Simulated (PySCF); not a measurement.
SMILES N(C(C)C)[CH]C (C₅H₁₂N), doublet, GFN2-xTB optimised geometry.

```
18

C     -0.92    -2.48     2.45
C     -0.60    -1.79     1.17
N     -0.69    -0.40     1.14
C     -0.14     0.31     0.00
C     -0.69     1.74     0.00
C      1.39     0.31     0.00
H     -1.99    -2.49     2.67
H     -0.42    -1.99     3.29
H     -0.59    -3.52     2.40
H     -0.83    -2.28     0.24
H     -0.45     0.03     2.02
H     -0.49    -0.21    -0.90
H     -0.34     2.28     0.88
H     -1.77     1.73     0.01
H     -0.36     2.27    -0.89
H      1.76    -0.71     0.04
H      1.77     0.79    -0.90
H      1.77     0.85     0.87
```

Density from PySCF with unrestricted PBE0/def2-SVP at that geometry.

Minimum of the electron density along straight lines between bonded atoms, close to the bond critical point (lines longer than 1.1 times the sum of covalent radii, or with two minima, are not listed):

```tsv
bond	length / Å	ρ at the minimum / e bohr⁻³	∇²ρ there / e bohr⁻⁵	position (fraction from the first atom)
C1–C2	1.485	0.260	(withheld)	0.50
C2–N3	1.395	0.294	-0.75	0.35
N3–C4	1.447	0.272	-0.78	0.62
C4–C5	1.527	0.247	-0.57	0.50
C4–C6	1.534	0.243	-0.56	0.50
C1–H7	1.100	0.267	-0.94	0.62
C1–H8	1.091	0.273	-0.98	0.62
C1–H9	1.089	0.275	-1.00	0.62
C2–H10	1.078	0.282	-1.04	0.63
N3–H11	1.014	0.336	(withheld)	0.76
C4–H12	1.096	0.279	-1.03	0.63
C5–H13	1.088	0.275	-0.99	0.62
C5–H14	1.087	0.277	-1.02	0.63
C5–H15	1.087	0.276	-1.01	0.62
C6–H16	1.088	0.277	-1.02	0.63
C6–H17	1.087	0.276	-1.00	0.62
C6–H18	1.089	0.274	-0.99	0.62
```

Q: Some entries are withheld; supply them.

A: 
- C1–C2, ∇²ρ there / e bohr⁻⁵: -0.61
- N3–H11, ∇²ρ there / e bohr⁻⁵: -1.55
